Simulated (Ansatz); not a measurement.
Species: ZrH$_{3}$I, charge 0, singlet. ZrH3I (SMILES [ZrH3][I]).
B3LYP-D3(BJ)/def2-TZVP minimum from Ansatz (a quantum-chemistry and plane-wave program):
```
Zr
H 1 1.8422
H 1 1.8422 2 109.59
H 1 1.8422 2 109.59 3 120.29
I 1 2.7037 2 109.35 3 -119.85
```
Charge 0, spin multiplicity 1.

Atomisation energy term by term, kcal/mol (programs: Ansatz). Radicals and triplets start from unrestricted determinants; spin-orbit coupling is neglected. Cores are frozen in correlated methods (noble-gas shells, and filled d and f shells in the p block). Past Kr the def2 sets carry scalar-relativistic core potentials. CBS(X,Y): correlation extrapolated as X^-3, Hartree-Fock from the larger set. A bracket is a step between two methods taken in the basis named. Where a partner has so few electrons that a lower coupled-cluster level is exact, that level stands in. Spin-orbit terms, left out, reach several kcal/mol for Br and I, and more for heavier atoms.

```tsv
term	basis	kcal/mol
Hartree-Fock	def2-QZVPP	225.81
CCSD correlation	CBS(def2-TZVPP,def2-QZVPP)	73.76
(T)	CBS(def2-TZVPP,def2-QZVPP)	3.84
CCSDT(Q) - CCSD(T)	def2-TZVPP	-0.21
sum: De		303.2
```

The step beyond CCSD(T) by other levels: CCSDT(Q) in def2-SVP -0.03 kcal/mol.
